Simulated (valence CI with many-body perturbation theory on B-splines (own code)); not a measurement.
Er⁶¹⁺: calculated level list

Level of theory: relativistic CI+MBPT: five valence electrons over a frozen Dirac-Fock core [He], a basis of 11 s, 11 p, 10 d, 8 f, 5 g, 2 h functions for each j, with the one-electron correlation potential Σ1 (screened to all orders), the two-electron term Σ2, the three-electron term Σ3, Breit, model QED; selected single and double excitations, second order for the rest, scaled by the run's own slope (own B-spline code, finite nucleus).

No measured spectrum was set against this ion. As an estimate, large intervals hold to a few tenths of a per cent, small ones and those within an open d or f shell to about a per cent. Among the levels kept, up to 7400 cm⁻¹ of a level comes from second order outside the variational space, and about a tenth of that is noise between levels of different J, which matters for small intervals.

Levels 91 to 135 of 202, with energies above the lowest level, (2s^2 2p1/2^2 2p3/2) J=3/2. "Leading %" is the weight of the configuration and term that name the level; weights of strongly mixed levels are sums over their largest components and can fall short, so below about 35 % the name and the second component can differ from the true leading terms, or belong to a minority configuration. In the jj column 3d3/2^4 stands for four electrons in 3d with j = 3/2. Lifetimes count E1, E2, E3, M1 and M2 decay at the calculated energies, and are blank where another channel may lead or the interval is too uncertain; long ones can be off by a factor of two.

```csv
No.,Configuration,Term,J,E (× 10³ cm⁻¹),Leading %,Lifetime,Leading jj
91,2s2p³3p,⁶P,3/2,77839,40,8.08 fs,2s 2p1/2 2p3/2^2 3p1/2 (99 %)
92,2s2p³3s,⁴P°,1/2,77912,84,9.71 fs,2s 2p1/2 2p3/2^2 3s (99 %)
93,2s2p³3p,⁴F,5/2,77934,29,4.13 fs,2s 2p1/2 2p3/2^2 3p1/2 (99 %)
94,2s2p³3s,²S°,1/2,78063,50,5.35 fs,2s 2p1/2 2p3/2^2 3s (90 %)
95,2s2p³3s,⁴S°,3/2,78094,38,10.1 fs,2s 2p1/2 2p3/2^2 3s (98 %)
96,2s2p³3s,⁴P°,3/2,78139,37,7.76 fs,2s 2p1/2 2p3/2^2 3s (97 %)
97,2s2p³3s,²D°,3/2,78166,60,7.53 fs,2s 2p1/2 2p3/2^2 3s (99 %)
98,2s2p³3s,²D°,5/2,78183,78,19.2 fs,2s 2p1/2 2p3/2^2 3s (91 %)
99,2s2p³3p,²F,7/2,78196,43,2.81 fs,2s 2p1/2 2p3/2^2 3p1/2 (99 %)
100,2s2p³3s,²P°,1/2,78346,93,11.6 fs,2s 2p1/2 2p3/2^2 3s (98 %)
101,2s²2p²3p,⁴D°,7/2,78435,64,156 fs,2s^2 2p3/2^2 3p3/2 (97 %)
102,2s²2p²3p,²D°,5/2,78450,49,58.0 fs,2s^2 2p3/2^2 3p3/2 (89 %)
103,2s2p³3p,⁴P,5/2,78455,52,5.26 fs,2s 2p1/2 2p3/2^2 3p1/2 (99 %)
104,2s²2p²3p,²P°,1/2,78462,48,29.2 fs,2s^2 2p3/2^2 3p3/2 (88 %)
105,2s2p³3p,⁴D,1/2,78661,70,7.49 fs,2s 2p1/2 2p3/2^2 3p1/2 (100 %)
106,2s2p³3p,⁴P,1/2,78780,51,2.38 fs,2s 2p1/2 2p3/2^2 3p1/2 (98 %)
107,2s2p³3p,²P,3/2,78806,27,2.52 fs,2s 2p1/2 2p3/2^2 3p1/2 (98 %)
108,2s²2p²3p,²P°,3/2,78810,60,84.3 fs,2s^2 2p3/2^2 3p3/2 (96 %)
109,2s2p³3p,²F,5/2,78871,60,3.66 fs,2s 2p1/2 2p3/2^2 3p1/2 (98 %)
110,2s2p³3p,²D,3/2,78894,35,2.73 fs,2s 2p1/2 2p3/2^2 3p1/2 (99 %)
111,2s²2p²3p,²P°,3/2,78997,59,109 fs,2s^2 2p3/2^2 3p3/2 (97 %)
112,2s2p³3p,²P,3/2,79195,40,4.36 fs,2s 2p1/2 2p3/2^2 3p1/2 (98 %)
113,2s2p³3p,⁴P,1/2,79204,41,5.82 fs,2s 2p1/2 2p3/2^2 3p1/2 (98 %)
114,2s²2p²3d,²D,3/2,79299,30,1.16 fs,2s^2 2p3/2^2 3d3/2 (96 %)
115,2s²2p²3d,⁴D,5/2,79314,28,1.12 fs,2s^2 2p3/2^2 3d3/2 (94 %)
116,2s²2p²3d,²F,7/2,79322,38,1.06 fs,2s^2 2p3/2^2 3d3/2 (98 %)
117,2s²2p²3d,⁴P,1/2,79342,45,951 as,2s^2 2p3/2^2 3d3/2 (94 %)
118,2s²2p²3d,²F,7/2,79740,50,452 fs,2s^2 2p3/2^2 3d5/2 (98 %)
119,2s²2p²3d,⁴F,9/2,79746,63,7.86 ps,2s^2 2p3/2^2 3d5/2 (98 %)
120,2s²2p²3d,²D,3/2,79760,61,1.18 fs,2s^2 2p3/2^2 3d3/2 (90 %)
121,2s²2p²3d,²P,1/2,79860,55,1.52 fs,2s^2 2p3/2^2 3d5/2 (96 %)
122,2s²2p²3d,²D,5/2,80036,48,931 as,2s^2 2p3/2^2 3d5/2 (81 %)
123,2s²2p²3d,²D,3/2,80066,42,625 as,2s^2 2p3/2^2 3d5/2 (89 %)
124,2s2p³3p,⁶P,7/2,80084,49,42.3 fs,2s 2p1/2 2p3/2^2 3p3/2 (99 %)
125,2s2p³3p,⁴P,5/2,80099,28,3.22 fs,2s 2p1/2 2p3/2^2 3p3/2 (78 %)
126,2s2p³3p,⁴P,1/2,80176,62,3.25 fs,2s 2p1/2 2p3/2^2 3p3/2 (99 %)
127,2s²2p²3d,²D,5/2,80312,65,1.09 fs,2s^2 2p3/2^2 3d5/2 (97 %)
128,2s2p³3p,⁴P,3/2,80369,32,3.67 fs,2s 2p1/2 2p3/2^2 3p3/2 (59 %)
129,2s2p³3p,²P,3/2,80394,32,3.16 fs,2s 2p1/2 2p3/2^2 3p3/2 (89 %)
130,2p⁴3s,⁴P,5/2,80428,52,11.3 fs,2p1/2^2 2p3/2^2 3s (77 %)
131,2s2p³3p,⁴F,9/2,80433,98,344 fs,2s 2p1/2 2p3/2^2 3p3/2 (98 %)
132,2s2p³3p,⁴D,7/2,80446,64,7.55 fs,2s 2p1/2 2p3/2^2 3p3/2 (99 %)
133,2s2p³3p,²P,3/2,80745,30,4.85 fs,2s 2p1/2 2p3/2^2 3p3/2 (52 %)
134,2s2p³3p,²D,5/2,80756,48,3.49 fs,2s 2p1/2 2p3/2^2 3p3/2 (90 %)
135,2s2p³3d,⁶D°,3/2,80850,42,5.09 fs,2s 2p1/2 2p3/2^2 3d3/2 (98 %)
```
